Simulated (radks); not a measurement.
The numbers below are computed, except where a source is named.
Task: Cr16+, 8 electrons, occupied as [He] 2s2 2p4 (the NIST ground configuration). Level of theory: non-relativistic Kohn-Sham, LDA (Slater exchange, Perdew-Wang correlation), spin-unpolarised, spherical densities, point nucleus (a radial shooting solver on a logarithmic mesh with Libxc functionals). Some entries of the table are withheld. Estimate them.

orbital  occ.  eigenvalue (eV)  r(max) (bohr)
1s          2              (1)            (2)
2s          2              (3)            (4)
2p          4              (5)            (6)

Result: 
(1) 1s eigenvalue (eV): -6491.157
(2) 1s r(max) (bohr): 0.04229
(3) 2s eigenvalue (eV): -1227.517
(4) 2s r(max) (bohr): 0.2398
(5) 2p eigenvalue (eV): -1147.101
(6) 2p r(max) (bohr): 0.1910
